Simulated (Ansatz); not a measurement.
`C[SiH](N)O`, relaxed with RKS PBE0-D4/def2-TZVP in Ansatz 0.2.0 from a PBE-D4/def2-SVP geometry. The force threshold is 0.005 eV/Å; the program also tests the step.

Total charge 0; spin multiplicity 1.

Start:

```xyz
11

C     0.590    0.977   -0.935
Si   -0.285   -0.513   -0.188
N    -0.818   -0.025    1.400
O     0.697   -1.876   -0.043
H     1.060    0.704   -1.902
H    -0.124    1.804   -1.131
H     1.387    1.362   -0.265
H    -1.360   -0.999   -1.121
H    -1.487   -0.602    1.915
H    -0.994    0.966    1.579
H     1.333   -1.797    0.690
```

By how much does the energy fall, and how many steps does the optimiser take? (An estimate is asked.)

Ansatz gave: 0.07 eV, in 8 steps.

Which bonds change most? (An estimate is asked.)

Ansatz gave: Si2–O4 from 1.686 to 1.649 Å; Si2–N3 from 1.744 to 1.716 Å; C1–Si2 from 1.883 to 1.862 Å; Si2–H8 from 1.505 to 1.487 Å.

Give the relaxed structure. (Estimate.)

The calculation gave: 
```xyz
11

C     0.587    0.965   -0.925
Si   -0.283   -0.505   -0.184
N    -0.850   -0.019    1.361
O     0.689   -1.830   -0.032
H     1.040    0.694   -1.881
H    -0.111    1.786   -1.108
H     1.380    1.333   -0.268
H    -1.345   -0.999   -1.100
H    -1.475   -0.596    1.899
H    -0.976    0.956    1.573
H     1.345   -1.785    0.666
```
